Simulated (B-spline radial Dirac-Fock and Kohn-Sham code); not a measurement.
K-shell conversion coefficients of Si against transition energy

Method: a Dirac-Hartree-Slater potential of the neutral atom with a Latter tail (no hole, which puts coefficients of high multipoles low close above an edge), finite nucleus with surface currents. Computed with an atomic code on a B-spline grid. Subshells within 1 keV of threshold and pair formation are left out.

```
energy (keV)        E1        E2        E3        E5        M4        M5
          11      8.41       652     41800  1.62e+08    603000  4.34e+07
        11.5      7.36       554     34500  1.26e+08    475000  3.31e+07
        14.1      3.98       259     14000  3.83e+07    158000  9.40e+06
        18.4      1.76      94.3      4190  7.65e+06     37100  1.77e+06
          20      1.36      68.4      2850  4.57e+06     23500  1.05e+06
        20.7      1.23      59.8      2430  3.69e+06     19500    843000
        20.8      1.21      58.7      2370  3.58e+06     19000    818000
        41.4     0.140      3.87      89.4     43200       447     10500
          50    0.0766      1.81      35.7     12500       162      3210
         100   0.00831     0.109      1.20       129      4.24      45.2
         200  0.000920   0.00676    0.0422      1.45     0.135     0.800
         205  0.000852   0.00614    0.0375      1.24     0.120     0.697
         241  0.000517   0.00326    0.0176     0.453    0.0563     0.286
         264  0.000392   0.00230    0.0116     0.259    0.0370     0.175
         266  0.000383   0.00223    0.0112     0.247    0.0357     0.168
         289  0.000299   0.00163   0.00765     0.150    0.0245     0.108
         336  0.000192  0.000930   0.00390    0.0613    0.0125    0.0495
         343  0.000181  0.000862   0.00356    0.0544    0.0115    0.0446
         375  0.000140  0.000624   0.00242    0.0325   0.00780    0.0284
         499  6.47e-05  0.000232  0.000737   0.00674   0.00238   0.00713
         500  6.44e-05  0.000230  0.000731   0.00667   0.00236   0.00706
         617  3.80e-05  0.000117  0.000325   0.00228   0.00104   0.00272
         653  3.33e-05  9.88e-05  0.000264   0.00173  0.000836   0.00212
         792  2.15e-05  5.64e-05  0.000135  0.000710  0.000414  0.000940
        1000  1.34e-05  3.05e-05  6.43e-05  0.000266  0.000186  0.000376
        1010  1.31e-05  2.98e-05  6.24e-05  0.000256  0.000180  0.000362
        1720  5.28e-06  9.25e-06  1.54e-05  4.05e-05  3.64e-05  5.85e-05
        1800  4.93e-06  8.48e-06  1.39e-05  3.54e-05  3.21e-05  5.09e-05
        2000  4.22e-06  6.97e-06  1.10e-05  2.61e-05  2.43e-05  3.72e-05
```

Question: How fast do they fall between 1720 and 2000 keV?

Answer: As powers of the energy: E1 E^-1.48, E2 E^-1.88, E3 E^-2.23, E5 E^-2.90, M4 E^-2.66, M5 E^-3.00. Within one type (E or M) the higher multipoles fall faster.
